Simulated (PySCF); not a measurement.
Exercise with solution: dipole moment from atomic charges

Ge(Cl)2(OH)2 (Cl₂GeH₂O₂), SMILES [OH][Ge]([OH])([Cl])[Cl]. Atoms are numbered in the order given.

```xyz
7

O     -0.1089     1.4640    -1.2309
Ge     0.0000     0.0000    -0.2659
O      0.1089    -1.4640    -1.2309
Cl    -1.7691    -0.0016     0.9272
Cl     1.7691     0.0016     0.9272
H      0.7340     1.6716    -1.6608
H     -0.7340    -1.6716    -1.6608
```

Coordinates come from a r2SCAN-D4/def2-SVP optimisation. The values are those of a single conformer.

Charges (e) from r2SCAN/def2-TZVP run with PySCF:

```json
[
 {"atom": "O1", "ESP fit": "-0.550", "IAO": "-0.746"},
 {"atom": "Ge2", "ESP fit": "0.413", "IAO": "1.305"},
 {"atom": "O3", "ESP fit": "-0.550", "IAO": "-0.746"},
 {"atom": "Cl4", "ESP fit": "-0.086", "IAO": "-0.283"},
 {"atom": "Cl5", "ESP fit": "-0.086", "IAO": "-0.283"},
 {"atom": "H6", "ESP fit": "0.429", "IAO": "0.377"},
 {"atom": "H7", "ESP fit": "0.429", "IAO": "0.377"}
]
```

The dipole moment of the full density is 1.70 D.

Task: What dipole moment does each set of point charges give, and which comes closer to that of the density?

Result: 
μ = Σ q r, and 1 e Å = 4.8032 D.
ESP fit: Σ q r = (0.000, 0.000, -0.340) e Å, |μ| = 1.63 D.
IAO: Σ q r = (0.000, 0.000, -0.288) e Å, |μ| = 1.38 D.
ESP fit comes closer in size. Point charges leave out the atoms' own dipoles (lone pairs, polarised bonds); fits to the potential absorb them, partitions of the density don't.
